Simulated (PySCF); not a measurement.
Au₂H₆S₂Si₃, SMILES [Au][S][SiH2][SiH2][SiH2][S][Au], multiplicity 1. Atoms are numbered in the order given.

```xyz
13

Au    -3.5309     0.0093    -0.8680
S     -2.0067    -0.8563     0.6149
Si    -1.6885     0.8272     1.9373
Si     0.0000     0.0000     3.3546
Si     1.6885    -0.8272     1.9373
S      2.0067     0.8563     0.6149
Au     3.5309    -0.0093    -0.8680
H     -2.9228     1.2009     2.6882
H     -1.1922     2.0362     1.2220
H      0.5352     1.0920     4.2233
H     -0.5352    -1.0920     4.2233
H      2.9228    -1.2009     2.6882
H      1.1922    -2.0362     1.2220
```

Coordinates come from a B3LYP-D3(BJ)/def2-SVP optimisation. The spin state was assumed, not searched. The def2 effective core potentials stand for the cores of Au; spin–orbit coupling is left out. One conformer was computed; it need not be the lowest.

Method: PySCF 2.14.0 with B3LYP-D3(BJ)/def2-SVP.

Frequencies are harmonic and unscaled.

Computed normal modes with their intensities:
```tsv
mode	ν (cm⁻¹)	IR (km/mol)	moving atoms (share of kinetic energy)
1	8	0.1	Au 90 %
2	22	2.2	S 84 %, Au 11 %
3	38	1.5	S 86 %
4	53	0.0	Si 56 %, S 29 %, H 9 %
5	58	1.1	Si 68 %, H 16 %, S 12 %
6	81	0.5	Si 48 %, S 28 %, H 14 %, Au 10 %
7	81	0.1	Si 47 %, S 24 %, Au 21 %
8	104	1.2	Si 64 %, H 19 %, Au 17 %
9	167	1.1	Si 77 %, H 14 %
10	333	7.8	S 47 %, H 40 %
11	347	0.8	S 83 %, Au 11 %
12	360	19.4	H 46 %, S 40 %, Si 9 %
13	392	2.5	Si 85 %, H 13 %
14	449	9.2	Si 65 %, H 29 %
15	460	4.4	H 55 %, S 23 %, Si 22 %
16	479	9.4	Si 49 %, H 26 %, S 25 %
17	511	29.1	Si 43 %, H 31 %, S 25 %
18	516	42.9	H 45 %, Si 38 %, S 17 %
19	622	1.6	H 90 %, Si 8 %
20	634	30.6	H 92 %
21	680	0.0	H 97 %
22	700	367.4	H 89 %, Si 10 %
23	760	109.5	H 88 %, Si 11 %
24	799	194.6	H 90 %, Si 10 %
25	910	88.7	H 96 %
26	950	138.3	H 96 %
27	953	57.1	H 96 %
28	2191	44.0	H 98 %
29	2203	132.3	H 97 %
30	2204	27.4	H 96 %
31	2205	143.3	H 97 %
32	2219	15.2	H 96 %
33	2221	153.8	H 96 %
```
